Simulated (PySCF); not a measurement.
These are CAM-B3LYP-D3(BJ)/def2-TZVPD run with PySCF values and carry that method's errors. All species are isolated molecules in the gas phase. One relaxed conformer stands for a flexible species; it need not be the lowest. 

Reference species (SMILES): `[O-][SiH2]B(O)O` (charge -1, multiplicity 1).

```yaml
HOMO: -3.14 eV
```

Changed species: `C[SiH2][O-]` (X = methyl, proton removed; the reference has X = borono, proton removed).

Q: Give the shifts of the HOMO.

A: the HOMO increases by 0.43 eV, to -2.71 eV.
